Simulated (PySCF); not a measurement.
dibromo(difluoro)methane (CBr2F2), SMILES FC(F)(Br)Br. Atoms are numbered in the order given.

```xyz
5

F      0.0000    -1.0711     1.4352
C      0.0000     0.0000     0.6639
F      0.0000     1.0711     1.4352
Br    -1.5994     0.0000    -0.4259
Br     1.5994     0.0000    -0.4259
```

The structure is a stationary point at PBE0-D3(BJ)/def2-SVP.

These are PBE0-D3(BJ)/def2-SVP in PySCF values and carry that method's errors.

Frequencies are harmonic and unscaled.

Computed normal modes with their intensities:
| mode | ν (cm⁻¹) | IR (km/mol) | moving atoms (share of kinetic energy) |
|---|---|---|---|
| 1 | 168 | 0.0 | Br 81 %, F 15 % |
| 2 | 285 | 0.0 | F 90 %, Br 10 % |
| 3 | 334 | 0.5 | F 60 %, Br 39 % |
| 4 | 346 | 0.6 | F 54 %, Br 40 % |
| 5 | 375 | 0.2 | F 72 %, C 20 % |
| 6 | 647 | 11.9 | F 78 %, C 20 % |
| 7 | 831 | 391.3 | C 91 % |
| 8 | 1158 | 320.7 | C 64 %, F 36 % |
| 9 | 1248 | 203.5 | C 70 %, F 30 % |
